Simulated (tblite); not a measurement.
C7H9P.
Geometry (GFN2-xTB, Å), atoms numbered from 1 in this order:
```xyz
17
C7H9P angstrom
C     -3.0438    0.8670   -0.1180
C     -2.0986    0.1517   -0.7187
C     -0.7954   -0.1701   -0.1727
C     -0.2893    0.3352    1.0902
C      0.9581   -0.0625    1.3862
P      1.5552   -1.2806    0.1963
C      2.8661   -0.3116   -0.6973
C      0.1085   -0.9535   -0.8176
H     -2.9201    1.2842    0.8665
H     -3.9900    1.0590   -0.5945
H     -2.2850   -0.2510   -1.7073
H     -0.8711    0.9997    1.7084
H      1.4948    0.1961    2.2839
H      2.4980    0.6786   -0.9553
H      3.1434   -0.8533   -1.5988
H      3.7367   -0.2298   -0.0506
H     -0.0748   -1.4470   -1.7580
```

All values are computed: GFN2-xTB (tblite) harmonic vibrations without scaling, gas phase. This tight-binding method is rough: wavenumbers can miss measured ones by several per cent, in bad cases by 10 to 20. One conformer, not necessarily the lowest.

Harmonic wavenumbers (cm⁻¹): 54.8, 111.1, 149.5, 171.9, 224.6, 259.9, 387.1, 430.1, 496.9, 525.4, 606.3, 680.6, 717.8, 743.7, 771.4, 783.0, 819.9, 867.4, 879.9, 884.4, 887.7, 913.6, 1008.5, 1012.2, 1092.0, 1120.9, 1220.4, 1293.7, 1296.4, 1355.5, 1413.6, 1435.7, 1442.0, 1498.3, 1576.9, 1665.4, 3010.0, 3018.8, 3020.9, 3045.4, 3087.4, 3092.4, 3101.0, 3110.6, 3132.5.

A = 4489, B = 1054, C = 946.3 MHz; mass 124.044 u (most abundant isotopes); point group C1, symmetry number 1.

Question: What is the zero-point energy?

Answer: ½Σν̃ = 29209 cm⁻¹ = 349.41 kJ/mol.

Question: Give the ideal-gas entropy at 298.15 K and 1 bar in the rigid-rotor, harmonic-oscillator model (classical rotation).

Answer: Translation 168.98, rotation 119.93, vibration 95.74: S = 384.6 J/(mol K).

Question: And Cp and H(298.15 K) − H(0)?

Answer: Cp = 146.13 J/(mol K), of which vibrations give 112.88 (their classical limit is 45 R = 374.2); H(298.15 K) − H(0) = 25.73 kJ/mol without the zero-point energy, 15.82 from vibrations.

Question: Which modes carry the vibrational entropy at 298.15 K?

Answer: 54.8 cm⁻¹: 19.40; 111.1 cm⁻¹: 13.60; 149.5 cm⁻¹: 11.21; 171.9 cm⁻¹: 10.10; 224.6 cm⁻¹: 8.04; 259.9 cm⁻¹: 6.96 J/(mol K); the other 39 give 26.44 together.

Question: What must be added to the electronic energy to get the Gibbs energy at 298.15 K and 1 bar?

Answer: ZPE + [H(298.15 K) − H(0)] − T·S = 349.41 + 25.73 − 114.68 = 260.46 kJ/mol.

Question: Blend soft modes into free rotors: weight 1/[1 + (100 cm⁻¹/ν̃)⁴] for the oscillator and the rest for a rotor with moment μB/(μ + B), μ = h/(8π²ν), B = 10⁻⁴⁴ kg m². What vibrational entropy results?

Answer: 90.24 J/(mol K) in place of 95.74, which changes −T·S at 298.15 K by +1.64 kJ/mol.

Hindered rotation and anharmonicity are outside this model. Other conformers, if any are populated, would add a mixing term that is left out. The structure is chiral; the term R ln 2 for an equal mix with its mirror image is left out.
